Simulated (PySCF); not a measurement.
From one molecule to another.

First species: Oxonium, H3O (charge +1).
Atom-mapped SMILES: `[OH3+:1]` (hydrogens: H2, H3, H4 on O1)

Structure used (GFN2-xTB), in Å, numbered top down from 1:
```
atom  x, y, z in Å
O1     0.003   -0.002    0.207
H2    -0.550   -0.761   -0.085
H3    -0.382    0.861   -0.064
H4     0.939   -0.094   -0.081
```

Second species: C₃H₁₂SSi₂.
SMILES: `[SiH3]S[SiH2]C(C)C`

Levels: CAM-B3LYP/def2-SVPD for HOMO energy, LUMO energy, HOMO–LUMO gap, static isotropic polarisability and electronic spatial extent ⟨r²⟩ about the centre of nuclear charge; TDDFT CAM-B3LYP/def2-SVPD for lowest singlet excitation; TDA CAM-B3LYP/def2-SVPD for lowest triplet excitation (Tamm–Dancoff). Geometries: GFN2-xTB. Each structure is a single optimised conformer of the isolated species, non-relativistic unless stated. Electronic properties by PySCF.

The conformers computed, where there is a choice (atom-mapped SMILES and torsion angles):
- `[CH3:1][CH:2]([CH3:3])[SiH2:4][S:5][SiH3:6]`: C1–C2–Si4–S5 180°, C2–Si4–S5–Si6 -171°

Q: Which of the two has the higher static isotropic polarisability, and by how much?

A: The second: 112.1 au against 6.5 au, a difference of 105.6 au.

Q: Which of the two has the higher HOMO–LUMO gap, and by how much?

A: The first: 15.98 eV against 9.26 eV, a difference of 6.72 eV.

Q: Which has the higher ⟨r²⟩?

A: The second: 1663 bohr² against 19 bohr², a difference of 1644 bohr².

Q: Which of the two has the higher HOMO energy, and by how much?

A: The second: -8.42 eV against -22.34 eV, a difference of 13.92 eV.

Q: Which has the higher T1 energy?

A: The first: 10.68 eV against 5.71 eV, a difference of 4.97 eV.

Q: Which of the two has the higher LUMO energy, and by how much?

A: The second: 0.84 eV against -6.36 eV, a difference of 7.20 eV.

Q: Which has the higher S1 energy?

A: The first: 11.46 eV against 6.06 eV, a difference of 5.40 eV.

On the first: No computed singlet falls in the visible range (750 to 380 nm, 1.65 to 3.26 eV); S1 lies 8.20 eV above its blue end. The principal polarisabilities are 5.6, 7.0 and 7.0 au; their mean is the isotropic value.

On the second: S1 lies 3.20 eV below the HOMO–LUMO gap; its leading configuration is HOMO→LUMO, weight 0.96. The 8 singlets span 6.06 to 7.64 eV, and their oscillator strengths add up to 0.14.
